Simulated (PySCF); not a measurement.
PySCF input for C2H7FSn, SMILES [CH3][SnH]([F])[CH3], PBE-D3(BJ)/def2-SVP. The structure is a stationary point at PBE-D3(BJ)/def2-SVP. The def2 effective core potentials stand for the cores of Sn; spin–orbit coupling is left out.

```python
import numpy as np
from pyscf import gto, scf, dft, df
from pyscf.hessian import thermo

mol = gto.M(
    atom='''
    Sn    0.24561110    0.01928369   -0.00000000
    C    -0.46279106   -0.92510712    1.80963820
    C    -0.46279107   -0.92510712   -1.80963821
    F    -0.57378908    1.81475653    0.00000001
    H     1.95383211    0.32999738   -0.00000000
    H     0.01868202   -1.91508702    1.93096909
    H    -0.21739782   -0.29061496    2.68203485
    H    -1.55968056   -1.05715077    1.74791755
    H    -0.21739782   -0.29061494   -2.68203485
    H     0.01868202   -1.91508700   -1.93096911
    H    -1.55968057   -1.05715076   -1.74791754
    ''',
    basis='def2-SVP',
    ecp={'Sn': 'def2-svp'},
    charge=0,
    spin=0,
    max_memory=1600,
    verbose=3,
)
mf = dft.RKS(mol, xc='pbe').density_fit(auxbasis='def2-universal-jkfit')
mf.disp = 'd3bj'
mf.grids.level = 3
mf.conv_tol = 1e-11
mf.max_cycle = 100
mf.kernel()

# [left out here: the lines that compute and print the analytic Hessian (its translational invariance restored by hand, since the grid's response is missing), thermochemistry and intensities]
```

Output:

```
[...]
Mode                                 6                   7                   8
Irrep
Freq [cm^-1]                      497.5354            520.7109            562.8352
Reduced mass [au]                   4.0243              3.8543              1.0804
Force const [Dyne/A]                0.5869              0.6157              0.2016
Char temp [K]                     715.8426            749.1871            809.7945
Normal mode                   x     y     z       x     y     z       x     y     z
       0  Sn                -0.02 -0.02 -0.00   -0.00 -0.00  0.03   -0.00 -0.01 -0.00
       1   C                 0.06  0.08 -0.15    0.05  0.08 -0.14    0.01 -0.01 -0.01
       2   C                 0.06  0.08  0.15   -0.05 -0.08 -0.14    0.01 -0.01  0.01
       3   F                 0.01 -0.02 -0.00    0.00 -0.00  0.00    0.02  0.04 -0.00
       4   H                -0.01 -0.06 -0.00   -0.00  0.00  0.14   -0.18  0.90 -0.00
       5   H                 0.07  0.08 -0.16    0.08  0.09 -0.17   -0.08 -0.04  0.11
       6   H                 0.06  0.07 -0.15    0.08  0.07 -0.14   -0.02  0.06 -0.05
       7   H                 0.06  0.06 -0.13    0.06  0.05 -0.11    0.01  0.08 -0.09
       8   H                 0.06  0.07  0.15   -0.08 -0.07 -0.14   -0.02  0.06  0.05
       9   H                 0.07  0.08  0.16   -0.08 -0.09 -0.17   -0.08 -0.04 -0.11
      10   H                 0.06  0.06  0.13   -0.06 -0.05 -0.11    0.01  0.08  0.09
Mode                                 9                  10                  11
Irrep
Freq [cm^-1]                      591.1678            690.2522            735.2372
Reduced mass [au]                  14.6677              1.1919              1.1682
Force const [Dyne/A]                3.0202              0.3346              0.3721
Char temp [K]                     850.5588            993.1192           1057.8427
Normal mode                   x     y     z       x     y     z       x     y     z
       0  Sn                -0.01  0.03  0.00    0.00 -0.00 -0.01   -0.00  0.00  0.01
       1   C                -0.00 -0.00  0.01   -0.02  0.07  0.03   -0.07 -0.01 -0.02
       2   C                -0.00 -0.00 -0.01    0.02 -0.07  0.03    0.07  0.01 -0.02
       3   F                 0.09 -0.19  0.00    0.00  0.00  0.02   -0.00  0.00  0.00
       4   H                -0.03  0.14 -0.00   -0.00  0.00  0.08    0.00 -0.00 -0.40
       5   H                -0.01 -0.00  0.01    0.15  0.09 -0.42    0.19  0.11 -0.10
       6   H                -0.01 -0.01  0.01   -0.08 -0.28  0.30    0.22  0.09 -0.17
       7   H                -0.00 -0.00  0.00    0.01 -0.18 -0.01   -0.07 -0.17  0.40
       8   H                -0.01 -0.01 -0.01    0.08  0.28  0.30   -0.22 -0.09 -0.17
       9   H                -0.01 -0.00 -0.01   -0.15 -0.09 -0.42   -0.19 -0.11 -0.10
      10   H                -0.00 -0.00 -0.00   -0.01  0.18 -0.01    0.07  0.17  0.40
Mode                                12                  13                  14
Irrep
Freq [cm^-1]                      753.4220            761.1288           1156.5106
Reduced mass [au]                   1.2248              1.2349              1.2165
Force const [Dyne/A]                0.4096              0.4215              0.9587
Char temp [K]                    1084.0065           1095.0948           1663.9612
Normal mode                   x     y     z       x     y     z       x     y     z
       0  Sn                -0.01  0.01 -0.00    0.01  0.01  0.00   -0.00  0.00 -0.00
       1   C                 0.06 -0.06 -0.01   -0.05 -0.05 -0.05   -0.03 -0.04  0.07
       2   C                 0.06 -0.06  0.01   -0.05 -0.05  0.05    0.03  0.04  0.07
       3   F                 0.00  0.00  0.00   -0.00 -0.00  0.00    0.00 -0.00  0.00
       4   H                 0.05 -0.28  0.00   -0.01  0.02 -0.00    0.00 -0.00  0.03
       5   H                -0.22 -0.14  0.37    0.07  0.04  0.17    0.19  0.03 -0.31
       6   H                -0.08  0.15 -0.12    0.23  0.23 -0.33    0.16  0.25 -0.21
       7   H                 0.03  0.24 -0.22   -0.07 -0.05  0.37   -0.01  0.15 -0.34
       8   H                -0.08  0.15  0.12    0.23  0.23  0.33   -0.16 -0.25 -0.21
       9   H                -0.22 -0.14 -0.37    0.07  0.04 -0.17   -0.19 -0.03 -0.31
      10   H                 0.03  0.24  0.22   -0.07 -0.05 -0.37    0.01 -0.15 -0.34
Mode                                15                  16                  17
Irrep
Freq [cm^-1]                     1162.2177           1376.4372           1379.5651
Reduced mass [au]                   1.1957              1.0556              1.0566
Force const [Dyne/A]                0.9516              1.1783              1.1848
Char temp [K]                    1672.1725           1980.3867           1984.8870
Normal mode                   x     y     z       x     y     z       x     y     z
       0  Sn                 0.00 -0.00 -0.00    0.00  0.00 -0.00   -0.00  0.00  0.00
       1   C                 0.03  0.04 -0.07   -0.04 -0.01 -0.02   -0.02  0.04  0.01
       2   C                 0.03  0.04  0.07    0.04  0.01 -0.02    0.02 -0.04  0.01
       3   F                -0.00  0.00  0.00   -0.00 -0.00  0.00    0.00  0.00 -0.00
       4   H                -0.03  0.00  0.00   -0.00 -0.00  0.02    0.00 -0.00 -0.00
       5   H                -0.20 -0.04  0.31    0.33  0.21  0.30   -0.23 -0.06  0.12
       6   H                -0.16 -0.26  0.22    0.24 -0.29  0.12    0.39 -0.05 -0.05
       7   H                 0.02 -0.16  0.33   -0.05  0.21 -0.16    0.06 -0.42 -0.26
       8   H                -0.16 -0.26 -0.22   -0.24  0.29  0.12   -0.39  0.05 -0.05
       9   H                -0.20 -0.04 -0.31   -0.33 -0.21  0.30    0.23  0.06  0.12
      10   H                 0.02 -0.16 -0.33    0.05 -0.21 -0.16   -0.06  0.42 -0.26
Mode                                18                  19                  20
Irrep
Freq [cm^-1]                     1381.6313           1386.8160           1831.7790
Reduced mass [au]                   1.0517              1.0529              1.0160
Force const [Dyne/A]                1.1828              1.1931              2.0086
Char temp [K]                    1987.8598           1995.3194           2635.5221
Normal mode                   x     y     z       x     y     z       x     y     z
       0  Sn                 0.00  0.00  0.00   -0.00  0.00  0.00    0.01  0.00 -0.00
       1   C                 0.03  0.03  0.02   -0.03  0.03  0.00    0.00 -0.00  0.00
       2   C                 0.03  0.03 -0.02   -0.03  0.03 -0.00    0.00 -0.00 -0.00
       3   F                -0.00 -0.00 -0.00    0.00  0.00 -0.00    0.00 -0.00  0.00
       4   H                -0.01 -0.01 -0.00    0.01 -0.02  0.00   -0.97 -0.19  0.00
       5   H                -0.39 -0.21 -0.21   -0.05  0.04  0.25    0.01  0.00 -0.00
       6   H                -0.03  0.24 -0.13    0.46 -0.17  0.01    0.00  0.00  0.00
       7   H                 0.07 -0.38  0.02    0.03 -0.27 -0.31    0.00  0.01 -0.02
       8   H                -0.03  0.24  0.13    0.46 -0.17 -0.01    0.00  0.00 -0.00
       9   H                -0.39 -0.21  0.21   -0.05  0.04 -0.25    0.01  0.00  0.00
      10   H                 0.07 -0.38 -0.02    0.03 -0.27  0.31    0.00  0.01  0.02
Mode                                21                  22                  23
Irrep
Freq [cm^-1]                     2990.6374           2991.0334           3102.7966
Reduced mass [au]                   1.0313              1.0313              1.1041
Force const [Dyne/A]                5.4343              5.4358              6.2628
Char temp [K]                    4302.8614           4303.4311           4464.2335
Normal mode                   x     y     z       x     y     z       x     y     z
       0  Sn                 0.00  0.00  0.00    0.00  0.00 -0.00    0.00 -0.00 -0.00
       1   C                 0.01  0.02 -0.03   -0.01 -0.02  0.03    0.04 -0.05 -0.01
       2   C                -0.01 -0.02 -0.03   -0.01 -0.02 -0.03   -0.04  0.05 -0.01
       3   F                -0.00 -0.00 -0.00   -0.00 -0.00 -0.00   -0.00  0.00 -0.00
       4   H                -0.00 -0.00 -0.00   -0.00 -0.00  0.00   -0.00 -0.00  0.00
       5   H                 0.19 -0.38  0.04   -0.19  0.38 -0.04   -0.23  0.47 -0.06
       6   H                 0.09  0.23  0.29   -0.09 -0.23 -0.29    0.06  0.13  0.19
       7   H                -0.39 -0.04 -0.03    0.39  0.04  0.03   -0.34 -0.05 -0.02
       8   H                -0.09 -0.23  0.29   -0.09 -0.23  0.29   -0.06 -0.13  0.19
       9   H                -0.19  0.38  0.04   -0.19  0.38  0.04    0.22 -0.47 -0.06
      10   H                 0.39  0.04 -0.03    0.39  0.04 -0.03    0.34  0.05 -0.02
Mode                                24                  25                  26
Irrep
Freq [cm^-1]                     3103.2181           3112.9339           3113.0570
Reduced mass [au]                   1.1043              1.1051              1.1054
Force const [Dyne/A]                6.2658              6.3095              6.3119
Char temp [K]                    4464.8399           4478.8188           4478.9960
Normal mode                   x     y     z       x     y     z       x     y     z
       0  Sn                -0.00  0.00 -0.00    0.00  0.00 -0.00   -0.00 -0.00 -0.00
       1   C                -0.04  0.05  0.01   -0.04 -0.03 -0.03   -0.04 -0.03 -0.03
       2   C                -0.04  0.05 -0.01    0.04  0.03 -0.03   -0.04 -0.03  0.03
       3   F                 0.00 -0.00 -0.00   -0.00 -0.00  0.00    0.00  0.00  0.00
       4   H                 0.00  0.00  0.00   -0.00 -0.00 -0.00    0.00  0.00 -0.00
       5   H                 0.23 -0.47  0.06   -0.03  0.04 -0.01   -0.03  0.04 -0.01
       6   H                -0.06 -0.13 -0.19    0.11  0.29  0.40    0.11  0.29  0.40
       7   H                 0.34  0.05  0.02    0.43  0.05  0.02    0.43  0.05  0.02
       8   H                -0.06 -0.13  0.19   -0.11 -0.29  0.40    0.11  0.29 -0.40
       9   H                 0.23 -0.47 -0.06    0.03 -0.04 -0.01   -0.03  0.04  0.01
      10   H                 0.34  0.05 -0.02   -0.43 -0.05  0.02    0.43  0.05 -0.02
temperature 298.1500 [K]
pressure 101325.00 [Pa]
Rotational constants [GHz] 4.21446 3.78098 2.52763
Symmetry number 1
Zero-point energy (ZPE) 0.07786 [Eh]   204421.698 [J/mol]
                           tot       elec      trans        rot        vib
Entropy [J/mol/K]       379.839      0.000    172.709    110.798     96.332
Cv [J/mol/K]            107.080      0.000     12.472     12.472     82.137
Cp [J/mol/K]            115.395      0.000     20.786     12.472     82.137
Internal energy [J/mol]                      3718.434   3718.434 218043.879
Internal energy [Eh]   -394.14134  -394.22722
Enthalpy [J/mol]                             6197.391   3718.434 218043.879
Enthalpy [Eh]          -394.14039
Gibbs free energy [J/mol]                  -45295.665 -29315.975 189322.375
Gibbs free energy [Eh] -394.18353
mode   freq/cm-1   IR/(km/mol)
   1       39.62         0.069
   2       44.77         0.144
   3      120.37         0.673
   4      146.87         6.641
   5      150.45         7.774
   6      473.63        72.049
   7      497.54         5.156
   8      520.71        18.960
   9      562.84        48.872
  10      591.17        40.261
  11      690.25        30.599
  12      735.24        51.447
  13      753.42        69.738
  14      761.13        50.653
  15     1156.51         2.023
  16     1162.22         2.101
  17     1376.44         0.675
  18     1379.57         0.229
  19     1381.63         1.989
  20     1386.82         7.702
  21     1831.78       190.866
  22     2990.64         3.057
  23     2991.03         2.427
  24     3102.80         0.014
  25     3103.22         4.132
  26     3112.93         0.323
  27     3113.06         1.159
max |gradient| / (hartree/bohr): 0.00014137923254721197
APT charges: [ 1.5243 -0.326  -0.326  -0.6152 -0.3273  0.01    0.0131  0.0119  0.0131
  0.01    0.0119]
```

The run converged.

Cost: very roughly 4 core-minutes.
